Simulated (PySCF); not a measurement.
CrF₃, SMILES [F][Cr]([F])[F] (connectivity only; charge and spin as stated), neutral, multiplicity 4.

Geometry optimised at PBE-D3(BJ)/def2-SVP. The spin state was assumed, not searched.

These are PBE-D3(BJ)/def2-SVP (PySCF) values and carry that method's errors.

Frequencies are harmonic and unscaled.

Modes within 1.5 cm⁻¹ of each other (mostly degenerate sets) share a row, with their intensities summed.

Computed normal modes with their intensities:
```json
[
 {"mode": "1", "ν (cm⁻¹)": "128", "IR (km/mol)": "28.9", "moving atoms (share of kinetic energy)": "Cr 52 %, F 48 %"},
 {"mode": "2–3", "ν (cm⁻¹)": "181", "IR (km/mol)": "15.9", "moving atoms (share of kinetic energy)": "F 85 %, Cr 15 %"},
 {"mode": "4", "ν (cm⁻¹)": "668", "IR (km/mol)": "0.0", "moving atoms (share of kinetic energy)": "F 100 %"},
 {"mode": "5–6", "ν (cm⁻¹)": "783", "IR (km/mol)": "314.1", "moving atoms (share of kinetic energy)": "F 63 %, Cr 37 %"}
]
```
